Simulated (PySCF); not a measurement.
F₄S, SMILES FS(F)(F)F. Coordinates come from a TPSSh-D3(BJ)/def2-SVP optimisation.

Computed equilibrium geometry at TPSSh-D3(BJ)/def2-SVP (PySCF confirms it by a frequency run) as a Z-matrix, and its point group:
point group C2v.
```
S
F 1 1.5959
F 1 1.5959 2 101.24
F 1 1.6719 2 87.50 3 -86.95
F 1 1.6719 2 87.50 4 173.90
```
